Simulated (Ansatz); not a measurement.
SiNH₇Cl₂O, closed shell: at the end structure of a reaction step.

in.yaml

```yaml
crystal:
  periodic: [false, false, false]
  atoms:
    - {symbol: Si, position_ang: [-1.453781, -0.389264, 0.099885]}
    - {symbol: Cl, position_ang: [1.574404, -1.955869, 0.575303]}
    - {symbol: H, position_ang: [-0.980426, -0.945633, -1.183672]}
    - {symbol: H, position_ang: [-1.754374, -1.453014, 1.079654]}
    - {symbol: Cl, position_ang: [-3.202030, 0.618660, -0.320386]}
    - {symbol: H, position_ang: [1.103134, 0.877460, -0.482360]}
    - {symbol: N, position_ang: [-0.351627, 0.813044, 0.708921]}
    - {symbol: H, position_ang: [1.887979, -0.884304, -0.167123]}
    - {symbol: O, position_ang: [1.942913, 0.562196, -0.889027]}
    - {symbol: H, position_ang: [-0.777065, 1.706038, 0.919841]}
    - {symbol: H, position_ang: [0.207189, 0.510997, 1.498262]}
    - {symbol: H, position_ang: [1.803484, 0.539691, -1.839300]}
basis:
  gaussian: {orbitals: 6-31G}
hamiltonian: {xc: {name: B3LYP}, dispersion: d4}
```

Command:

```bash
ansatz run in.yaml --threads 8 --pin off --events-out ev --progress --plain --max-ram 19148MiB
```

Output of Ansatz 0.2.0:

```
Functional definition: B3LYP
  name "B3LYP"
  cite "Stephens, Devlin, Chabalowski & Frisch, J. Phys. Chem. 98, 11623 (1994) doi:10.1021/j100096a001"
  cite "Becke, Phys. Rev. A 38, 3098 (1988) doi:10.1103/PhysRevA.38.3098"
  cite "Lee, Yang & Parr, Phys. Rev. B 37, 785 (1988) doi:10.1103/PhysRevB.37.785"
  cite "Vosko, Wilk & Nusair, Can. J. Phys. 58, 1200 (1980) doi:10.1139/p80-159"
  parameter a0 = 0.2
  parameter ax = 0.72
  parameter ac = 0.81
  exchange = (1 - a0 - ax)*slater_x + ax*b88_x + a0*exact_x
  correlation = (1 - ac)*vwn_rpa_c + ac*lyp_c
851 factors; integrals over basis functions are off by at most 3.1e-4 eV
mean field evaluation 1: about -36564.4711 eV, gradient 6.6e1 eV
mean field evaluation 2: about -36554.7666 eV, gradient 9.4e1 eV
mean field evaluation 4: about -36572.6950 eV, gradient 2.5e0 eV
mean field evaluation 8: about -36572.8778 eV, gradient 2.0e-1 eV
mean field evaluation 16: about -36572.8779 eV, gradient 6.1e-5 eV
mean field -36572.87793633 eV, -1344.0284741732 hartree, gradient 6.1e-5 eV, S^2 0.000000; 0 other end points of the search recorded, 0 dependent functions left out
reference -36572.87820880 eV, -1344.0284841863 hartree; 35, 35 occupied and 36, 36 virtual orbitals, 851 factors
Total energy: -36573.31336659 eV, -1344.0444759400 hartree
```

The run took about 0.65 s on 8 CPU threads of an Arm Neoverse V1 (shared host).
